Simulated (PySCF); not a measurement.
Si(OH)(OMe), CH₄O₂Si, SMILES CO[Si]O (PBE0/def2-SVP optimised geometry):

```
8

Si    -1.458    -0.052     0.000
O     -1.698     1.592     0.000
H     -0.895     2.131     0.000
O      0.222    -0.052     0.000
C      1.045    -1.187    -0.001
H      1.690    -1.186    -0.896
H      1.698    -1.181     0.887
H      0.469    -2.131     0.004
```

Computed with PySCF with PBE0/def2-TZVP.

Problem. What are the frontier orbital energies and the dipole moment?

Solution. HOMO-2 -9.64 eV, HOMO-1 -8.63 eV, HOMO -7.11 eV, LUMO -1.17 eV, LUMO+1 0.53 eV; dipole moment 2.05 D.

On the same geometry PBE/def2-TZVP run with PySCF gives HOMO-2 -8.09 eV, HOMO-1 -7.10 eV, HOMO -5.95 eV, LUMO -1.98 eV, LUMO+1 -0.31 eV; dipole moment 2.04 D.

Meta-Löwdin charges at PBE0/def2-TZVP: Si1 0.75, O2 -0.71, H3 0.34, O4 -0.59, C5 -0.12, H6 0.12, H7 0.12, H8 0.10.
